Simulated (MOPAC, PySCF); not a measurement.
CH$_{5}$GeNO, SMILES `[NH2][GeH2][CH]=O`, neutral singlet in the gas phase. 

Cartesian coordinates (Å):
```xyz
9

N     -1.4808    -0.4340    -0.6107
Ge    -0.2390     0.7135     0.0883
C      1.5042    -0.2012     0.4889
O      1.6556    -1.3717     0.2536
H     -1.7424    -1.1837     0.0254
H     -1.1900    -0.8609    -1.4872
H     -0.8011     1.3015     1.3971
H      0.0213     1.8356    -0.9356
H      2.3467     0.3998     0.9394
```
Charge 0, multiplicity 1.

All levels are single points at this geometry (PBE0-D4/def2-SVP); Pople sets use spherical d functions. Orbital energies aren't observables, and empty levels follow the basis.

BP86/6-31G* in PySCF gives dipole (D) = 0.57.

Task: Estimate the dipole (D) from each of these levels: PBE0-D4/def2-TZVP in PySCF; B3LYP/3-21G in PySCF; B3LYP/6-311+G** (LANL2DZ on Ge) in PySCF; B3LYP/LANL2DZ in PySCF; M06-2X/6-31G* in PySCF; SVWN5/6-31G* in PySCF; HF/3-21G in PySCF; HF/6-31G* in PySCF; AM1 in MOPAC; PM3 in MOPAC; PM6 in MOPAC; PM7 in MOPAC.

Result: 
```json
[
 {"level": "PBE0-D4/def2-TZVP in PySCF", "dipole (D)": "1.03"},
 {"level": "B3LYP/3-21G in PySCF", "dipole (D)": "0.52"},
 {"level": "B3LYP/6-311+G** (LANL2DZ on Ge) in PySCF", "dipole (D)": "1.35"},
 {"level": "B3LYP/LANL2DZ in PySCF", "dipole (D)": "1.23"},
 {"level": "M06-2X/6-31G* in PySCF", "dipole (D)": "0.89"},
 {"level": "SVWN5/6-31G* in PySCF", "dipole (D)": "0.60"},
 {"level": "HF/3-21G in PySCF", "dipole (D)": "1.17"},
 {"level": "HF/6-31G* in PySCF", "dipole (D)": "1.38"},
 {"level": "AM1 in MOPAC", "dipole (D)": "1.40"},
 {"level": "PM3 in MOPAC", "dipole (D)": "1.13"},
 {"level": "PM6 in MOPAC", "dipole (D)": "2.27"},
 {"level": "PM7 in MOPAC", "dipole (D)": "2.56"}
]
```
